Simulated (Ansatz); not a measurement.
`[F][Al]([Cl])[Cl]` + H₂Se → `[Cl][Al]([Cl])[SeH]` + H–F  (ligand exchange at the Al–F bond)

Isolated molecules relaxed with PBE0-D4/def2-TZVP in Ansatz; ΔE leaves out vibrations. CCSD(T)/CBS is the MP2 limit (def2-TZVPP, def2-QZVPP) plus CCSD(T) − MP2 in def2-TZVPP, frozen cores. This one scheme is used for every species. Functionals use def2-TZVPP. For Se outer-core shells are correlated without core-valence functions, which leaves a few kJ/mol of doubt a bond. Scalar relativity is left out up to krypton. Each species was taken in one conformer, which may not be the lowest.

```tsv
level	ΔE (eV)
LDA (SPW92)	0.51
PBE-D4	0.49
BLYP-D4	0.64
r2SCAN	0.61
```

(1) What does CCSD(T)/CBS give? (Best estimate.)

Largest T1 diagnostic among the species: 0.010.

Answers

(1) Computed: +0.54 eV. The listed levels differ from it by -0.03, -0.05, 0.10, 0.07 eV.

At CCSD(T), def2-SVP lies +0.16 eV from the extrapolated value and def2-TZVPP +0.04 eV. Leaving LDA and LC-ωPBE aside and taking each functional with its dispersion term where it has one, the values, not all of them listed here, spread over 0.23 eV, from HSE06-D4 to B97M-V.
